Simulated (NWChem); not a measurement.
System: CrNH2O2Cl; SMILES [NH2][Cr](=[O])(=[O])[Cl]

The following NWChem deck was run.

```
start job
memory heap 200 mb stack 900 mb global 1100 mb
geometry units angstroms noautosym nocenter noautoz
  Cr     0.080668    -0.317400    -0.000315
  O      0.823185    -0.751695     1.268639
  O      0.811953    -0.752087    -1.275667
  Cl    -0.116156     1.820950     0.000271
  N     -1.509855    -1.064580     0.006831
  H     -1.966893    -1.375880     0.860719
  H     -1.974445    -1.376320    -0.842863
end
basis spherical
  * library 6-31g*
end
dft
  xc hfexch
  iterations 150
end
property
  shielding 5 1 2 4 5 6
end
task dft property
```

Coordinates come from a PBE0/def2-SVP optimisation.

GIAO values for the isolated, static molecule; σ is the absolute isotropic shielding, δ = σ(reference) − σ with the isolated reference molecule computed at the same levels (1H: tetramethylsilane, 15N: ammonia, 17O: water).

Atoms are numbered as in the input.

Question: What results follow from this input? (Hartree-Fock/6-31G* (spherical d), GIAO.) Quantities: σ Cr1 (ppm); δ O2 (ppm); σ Cl4 (ppm); δ N5 (ppm); δ H6 (ppm).

Answer: 
| Item | Result |
|---|---|
| σ Cr1 (ppm) | -11796.3 |
| δ O2 (ppm) | 4765.9 |
| σ Cl4 (ppm) | 660.6 |
| δ N5 (ppm) | 526.7 |
| δ H6 (ppm) | 16.69 |
